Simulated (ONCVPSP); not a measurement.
# Debugging a pseudopotential input (chlorine, ONCVPSP 4.0.1)

Command:

```bash
oncvpsp.x < Cl.dat > Cl.out
```

Input:

```
# ATOM AND REFERENCE CONFIGURATION
# atsym  z   nc   nv     iexc    psfile
  Cl 17.00    3    2        3      upf
#
#   n    l    f
    1    0    2.00
    2    0    2.00
    2    1    6.00
    3    0    2.00
    3    1    6.50
#
# PSEUDOPOTENTIAL AND OPTIMIZATION
# lmax
    2
#
#   l,   rc,      ep,       ncon, nbas, qcut
    0    1.15    0.00    4    7    6.20
    1    1.55    0.00    5    8    4.30
    2    1.30    0.09    3    7    8.60
#
# LOCAL POTENTIAL
# lloc, lpopt,  rc(5),   dvloc0
    4    5    0.90    0.00
#
# VANDERBILT-KLEINMAN-BYLANDER PROJECTORs
# l, nproj, debl
    0    2    1.50
    1    2    0.80
    2    2    1.80
#
# MODEL CORE CHARGE
# icmod, fcfact, rcfact
    3    1.75    1.40
#
# LOG DERIVATIVE ANALYSIS
# epsh1, epsh2, depsh
   -2.00    5.00    0.02
#
# OUTPUT GRID
# rlmax, drl
    6.00    0.01
#
# TEST CONFIGURATIONS
# ncnf
    4
# nvcnf
#   n    l    f
    2
    3    0    2.00
    3    1    4.00
#
    2
    3    0    2.00
    3    1    3.00
#
    2
    3    0    2.00
    3    1    2.00
#
    2
    3    0    1.00
    3    1    6.00
#
```

This is an input that runs to its end, with one change: occupation of the last valence shell set to 6.50. The unchanged file is no sound one. Note: ghosts flagged at negative energy: s at -213.2 eV; no localised positive-energy state flagged. A true bound ghost makes a file unfit for plane-wave use.

Task: How does the run end?

Result: The program refuses the input: "test_data: reference configuration is negative ion".

```
ONCVPSP  (Optimized Norm-Conservinng Vanderbilt PSeudopotential)
scalar-relativistic version 4.0.1

test_data: reference configuration is negative ion
ERROR: test_data found   1 ERROR; stopping
```
